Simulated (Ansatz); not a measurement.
Reaction 2 R1 + R2 → P1 + 2 P2, each structure at its B3LYP-D3(BJ)/def2-TZVP stationary point, reached from a drawn start (curvature not checked).
R1, H2 (SMILES [H][H]) (charge 0, multiplicity 1):
| atom | x (Å) | y (Å) | z (Å) |
|---|---|---|---|
| H | 0.0000 | 0.0000 | 0.3720 |
| H | 0.0000 | 0.0000 | -0.3720 |
P1: NH3 (SMILES N), charge 0, multiplicity 1.
P2, SiH4 (SMILES [SiH4]) (charge 0, multiplicity 1):
```xyz
5

Si     0.0000     0.0000     0.0000
H      0.8547     0.8547     0.8547
H     -0.8547    -0.8547     0.8547
H     -0.8547     0.8547    -0.8547
H      0.8547    -0.8547    -0.8547
```
R2: H7NSi2 (SMILES [SiH3]N[SiH3]), charge 0, multiplicity 1.

P less R. No zero-point or thermal terms.

Codes used: Ansatz (an electronic-structure program) with Gaussian orbitals. No computed number here is a measurement.

What reaction energy does r2SCAN/def2-TZVPP give?

53 kJ/mol

Predict the reaction energy from BLYP/def2-TZVPP.

33 kJ/mol

What is the computed reaction energy (HF/cc-pV(D+d)Z)?

6 kJ/mol
